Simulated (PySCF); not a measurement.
**Peak assignment**

Atom-mapped SMILES (the numbers label the heavy atoms): `[CH:1]#[C:2][CH2:3][C:4](=[CH2:5])[SiH2:6][O:7][SiH2:8][NH2:9]`. Hydrogens are named by the atom that carries them. Ha(C5) is cis to C3; Hb(C5) is trans to C3.

Theoretical values (PySCF 2.14): structure optimised with GFN2-xTB, GIAO PBE0/pcSseg-1 shieldings. Fast rotation and ring inversion assumed for equivalent nuclei, relativity neglected, gas phase, one computed conformer.

Shifts are taken against calculated references (same method and geometry level): TMS for ¹³C, ¹H.

Question: Assign these signals to the numbered atoms. ¹³C{¹H} NMR (computed): δ 150.6, 135.9, 86.3, 78.7, 29.4.

Answer: 
| δ (ppm) | atoms | environment | reason |
| --- | --- | --- | --- |
| 150.6 | C4 | fully substituted alkene carbon | an sp2 carbon of a C=C bond |
| 135.9 | C5 | terminal =CH2 carbon | the olefinic region |
| 86.3 | C2 | alkyne carbon | the triple bond shields along its axis, which puts it between sp3 and sp2 carbons |
| 78.7 | C1 | terminal alkyne carbon | sp carbons lie upfield of alkene carbons because the cylindrical π system leaves one tensor component strongly shielded |
| 29.4 | C3 | allylic sp3 CH2 | aliphatic region, no heteroatom directly attached |

Question: Assign these signals to the numbered atoms. ¹H NMR (300 MHz, computed): δ 6.25 (br s, 1H), 6.01 (br s, 1H), 5.49 (s, 2H), 5.36 (s, 2H), 3.17 (d, 2H), 1.56 (t, 1H), 0.36 (br s, 2H).

Answer: 
| δ (ppm) | atoms | environment | reason |
| --- | --- | --- | --- |
| 6.25 | Ha(C5) | hydrogen on a terminal =CH2 carbon | olefinic region |
| 6.01 | Hb(C5) | hydrogen on a terminal =CH2 carbon | – |
| 5.49 | H(Si6) | hydrogen on a silicon bonded to C, O | – |
| 5.36 | H(Si8) | hydrogen on a silicon bonded to N, O | – |
| 3.17 | H(C3) | hydrogen on an allylic sp3 CH2 | allylic position |
| 1.56 | H(C1) | hydrogen on a terminal alkyne carbon | it lies on the axis of the triple bond, in its shielding cone |
| 0.36 | H(N9) | hydrogen on a nitrogen bonded to Si | exchangeable; this is the value without hydrogen bonding to other molecules |

Exchangeable OH/NH protons stand at their gas-phase positions; hydrogen bonding in a real sample shifts them, mostly to higher δ. Shifts are as computed. Against solution values, carbons near 30 ppm lie about +3 ppm off and those near 130 ppm about +5 ppm. Of 1211 compounds with measured shifts, 218 miss one by over three times the rms of a fit or turn the order of signals round; such compounds aren't used in these exercises. Multiplicities follow the n + 1 count of equivalent neighbours, as no J values were calculated; m marks all less simple cases, F and P coupling included.
